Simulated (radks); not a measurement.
Neutral thallium inside a hard spherical wall (all orbitals vanish at R), configuration held at [Hg] 6p1 and not refilled when levels cross. All-electron calculation, scalar-relativistic Kohn-Sham, LDA (Slater exchange, Perdew-Wang correlation), spin-polarised, spherical densities, finite nucleus; open shells are filled with parallel spins first (spin-orbit coupling, left out, can overturn this in heavy ions); Fermi nuclear charge, rms radius 5.4759 fm. Program: a radial shooting solver on a logarithmic mesh with Libxc functionals. Eigenvalues in eV for spin up, with the zero of energy where the potential of the charges vanishes at infinity; a dash marks a level that is unbound or too diffuse for the functional's potential to be trusted. A positive occupied level is held by the wall or, in an anion where self-interaction has pushed it up, behind a barrier. The pressure on the wall is -dE/dV.

| R (bohr) | E (hartree) | kinetic (hartree) | e(5p) | e(5d) | e(6s) | e(6p) | e(7s, empty) | e(6d, empty) | pressure (GPa) |
|---|---|---|---|---|---|---|---|---|---|
| free | -20229.7447 | 22764.373 | -76.234 | -15.629 | -9.973 | -2.773 | -0.483 | - | 0 |
| 20 | -20229.7447 | 22764.373 | -76.234 | -15.629 | -9.973 | -2.773 | -0.468 | 0.612 | < 0.0001 |
| 15 | -20229.7447 | 22764.374 | -76.231 | -15.627 | -9.971 | -2.771 | -0.372 | 0.915 | 0.000121 |
| 12 | -20229.7445 | 22764.375 | -76.210 | -15.605 | -9.953 | -2.752 | -0.086 | 1.365 | 0.00272 |
| 8 | -20229.7383 | 22764.412 | -75.882 | -15.286 | -9.692 | -2.390 | 2.246 | 3.481 | 0.210 |
| 7 | -20229.7286 | 22764.464 | -75.577 | -14.992 | -9.449 | -1.983 | 4.262 | 4.941 | 0.728 |
| 5 | -20229.6135 | 22765.047 | -73.647 | -13.175 | -7.688 | 1.084 | 16.499 | 12.668 | 14.6 |
| 4 | -20229.2687 | 22766.670 | -70.288 | -10.077 | -3.906 | 7.087 | 36.451 | 24.481 | 97.8 |
| 3.5 | -20228.7469 | 22768.998 | -66.655 | -6.693 | 0.846 | 14.110 | 57.272 | 36.616 | 297 |
| 3 | -20227.4634 | 22774.442 | -60.051 | -0.296 | 10.886 | 28.191 | 95.074 | 58.531 | 1040 |
| 2 | -20212.2625 | 22832.254 | -20.003 | 44.986 | 99.231 | 139.23 | 339.61 | 200.23 | 24400 |
